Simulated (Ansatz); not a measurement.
Reaction (hydrogenolysis of the As–B bond): `B[AsH]CO` + H₂ → `OC[AsH2]` + BH₃

Program: Ansatz. Geometries: PBE0-D4/def2-TZVP. ΔE: electronic, gas phase. CCSD(T)/CBS adds triple-zeta CCSD(T) − MP2 to the extrapolated MP2 energy (def2 sets, frozen cores). This one scheme is used for every species. Functionals use def2-TZVPP. For As outer-core shells are correlated without core-valence functions, which leaves a few kJ/mol of doubt a bond. Scalar relativity is left out up to krypton. One conformer a species, not always the lowest.

`B[AsH]CO`:

Z-matrix (Å, degrees):
```
C
As 1 1.965
O 1 1.408 2 110.8
H 1 1.097 2 105.5 3 -121.8
H 1 1.096 2 107.5 3 122.7
B 2 1.975 1 101.8 3 53.3
H 2 1.513 1 99.3 3 -50.3
H 3 0.962 1 108.5 2 175.6
H 6 1.194 2 118.8 1 42.0
H 6 1.193 2 120.2 1 -147.2
```

H₂:

```xyz
2

H     0.263    0.179   -0.196
H    -0.263   -0.179    0.196
```

`OC[AsH2]`:

```xyz
8

O     1.086   -1.114   -0.570
C     0.543    0.166   -0.370
As   -0.472    0.270    1.351
H     0.369   -1.727   -0.751
H    -0.088    0.488   -1.204
H     1.382    0.858   -0.287
H    -1.660   -0.531    0.819
H    -1.159    1.590    1.011
```

BH₃:

```xyz
4

B     0.000    0.000    0.000
H    -0.046    1.193    0.003
H    -0.905   -0.634    0.452
H     0.951   -0.559   -0.456
```

```
   species  PBE0-D4 energy (Eh)
`B[AsH]CO`          -2377.24166
        H₂             -1.16855
`OC[AsH2]`          -2351.83726
       BH₃            -26.56681
```

Q: Work out ΔE.

A: ΔE = (-2351.83726) + (-26.56681) − (-2377.24166) − (-1.16855) = 0.00614 Eh = +3.9 kcal/mol. CCSD(T)/CBS gives +3.5 kcal/mol.

Largest T1 diagnostic among the species: 0.013.

From r2SCAN to r2SCAN0 (25 % exact exchange), in def2-TZVPP and without D4, ΔE moves by −1.0 kcal/mol. The D4 term adds +1.8 kcal/mol with B3LYP and +1.0 kcal/mol with PBE0; it sums over pairs of atoms, weighted by their polarisabilities, and B3LYP, whose exchange is more repulsive, gets the larger term. Leaving LDA and LC-ωPBE aside and taking each functional with its dispersion term where it has one, the values, not all of them listed here, spread over 4.7 kcal/mol, from BHLYP-D4 to revPBE-D4. LDA lies +2.5 kcal/mol from PBE without D4.

B3LYP here is the variant with VWN-RPA as its local correlation; programs differ in this.
